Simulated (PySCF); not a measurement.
An unknown shows these calculated signals:

$^{1}$H NMR (400 MHz, computed): δ 3.35 (m, 3H), 2.63 (s, 3H), 2.58 (s, 6H), 1.00 (m, 2H), -0.18 (br s, 1H).

$^{13}$C{$^{1}$H} NMR (computed): δ 39.9 (CH3), 30.2 (CH3).

Computational details: structure optimised with GFN2-xTB, GIAO PBE0/pcSseg-1 shieldings, in PySCF 2.14 (one conformer, relativity neglected, in vacuum, rapidly exchanging positions averaged).

Chemical shifts δ = σref − σ; $^{1}$H and $^{13}$C vs TMS, all at this level.

Question: Which of these does the molecule contain: an N-methyl group, an NH or NH2 group, a CH3CH2 unit, an OH group, a Si–H bond, a nitrile?

Answer: 
- An N-methyl group: yes (δC 30.2; δH 2.63 (s)).
- An NH or NH2 group: yes (δH -0.18 (br s)).
- A CH3CH2 unit: no.
- An OH group: no.
- A Si–H bond: yes (δH 3.35 (m)).
- A nitrile: no.

The data belong to SMILES CN([Si@](NC)([SiH3])P)C, C3H15N2PSi2; they needn't prove each group on their own.

Carbon signals by region: 2 below 50 ppm.

OH/NH shifts are gas-phase values; hydrogen bonding in solution moves them, usually downfield. Splittings by $^{31}$P in the carbon and heteronuclear signals aren't shown, as no couplings were computed. Shifts are as computed. Against solution values, carbons near 30 ppm lie about +3 ppm off and those near 130 ppm about +5 ppm. Of 1211 compounds with measured shifts, 218 miss one by over three times the rms of a fit or turn the order of signals round; such compounds aren't used in these exercises. No couplings were computed; multiplicities are counted from neighbouring protons, with m where these are inequivalent, close in shift, in a saturated or five-membered ring or joined by F or P, and br s for small geminal =CH2 splittings.
